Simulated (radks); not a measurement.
Initial-state core-level shifts of the palladium ion Pd+ when its valence configuration changes from [Kr] 4d9. All-electron calculation, Dirac Kohn-Sham, PBE, spin-unpolarised, spherical densities, finite nucleus; open shells are shared between the two j in proportion to 2j + 1; Fermi nuclear charge, rms radius 4.5318 fm. Program: a radial shooting solver on a logarithmic mesh with Libxc functionals. Shifts are changes of the shell-averaged eigenvalues in eV (positive: less bound); the change of the density at the nucleus, which sets a Mossbauer isomer shift, is in e/bohr^3, on a base of 1.328e+05.

\begin{tabular}{lrrrrr}
valence & 1s & 3d & 4s & 4p & density at nucleus \\ \hline
4d8.5 5p0.5 & -2.917 & -2.998 & -2.854 & -2.773 & +1.25 \\
4d7 5s2 & -9.356 & -9.768 & -8.849 & -8.463 & +56.77 \\
4d8 5s1 & -4.442 & -4.642 & -4.271 & -4.095 & +25.17 \\
4d8.5 5s0.5 & -2.157 & -2.256 & -2.091 & -2.008 & +11.81 \\
4d8 5p1 & -5.923 & -6.094 & -5.754 & -5.578 & +2.81 \\
4d7 5p2 & -12.178 & -12.545 & -11.649 & -11.251 & +6.83 \\
4d7.5 5s1.5 & -6.844 & -7.149 & -6.527 & -6.251 & +40.15 \\
\end{tabular}
